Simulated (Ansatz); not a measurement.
CH8GeOSi, SMILES `O[SiH2][CH2][GeH3]`. The species carries charge 0 and has multiplicity 1.

```
atom   x (Å)   y (Å)   z (Å)
  O1   0.656   0.904  -1.836
 Si2  -0.263  -0.396  -1.397
  C3  -0.792  -0.313   0.386
 Ge4   0.662   0.157   1.616
  H5   0.221   1.751  -1.936
  H6  -1.463  -0.501  -2.277
  H7   0.612  -1.576  -1.604
  H8  -1.599   0.414   0.518
  H9  -1.189  -1.290   0.681
 H10   1.027   1.642   1.457
 H11   0.222  -0.090   3.071
 H12   1.904  -0.701   1.321
```

What are the harmonic wavenumbers in cm⁻¹ at PBE0-D4/def2-TZVP (Ansatz, finite differences of forces, unscaled)? (An estimate is asked.)

Computed: 53, 103, 121, 161, 277, 466, 502, 526, 642, 690, 726, 788, 829, 847, 882, 889, 894, 924, 956, 1020, 1064, 1393, 2142, 2154, 2158, 2191, 2243, 3060, 3117, 3933.

Is this a minimum?

Yes, all 30 modes are real.

Give the ideal-gas thermochemistry at 298.15 K and 1 bar (rigid rotor, harmonic oscillator; point group C1, symmetry number 1).

Zero-point energy 213.9 kJ/mol; H(298) − E = 236.7 kJ/mol; entropy 367.2 J/(mol·K), of which translation 170.2, rotation 114.6, vibration 82.3; G(298) − E = 127.2 kJ/mol. Modes under 100 cm⁻¹ are hindered rotations or soft bends, so the harmonic entropy is rough.

And at 400, 500, 600, 800 and 1000 K?


| T (K) | H − E (kJ/mol) | S (J/mol/K) | G − E (kJ/mol) |
| --- | --- | --- | --- |
| 400 | 250.4 | 406.5 | 87.8 |
| 500 | 266.2 | 441.7 | 45.3 |
| 600 | 283.8 | 473.7 | -0.5 |
| 800 | 323.0 | 530.0 | -101.0 |
| 1000 | 366.2 | 578.2 | -211.9 |
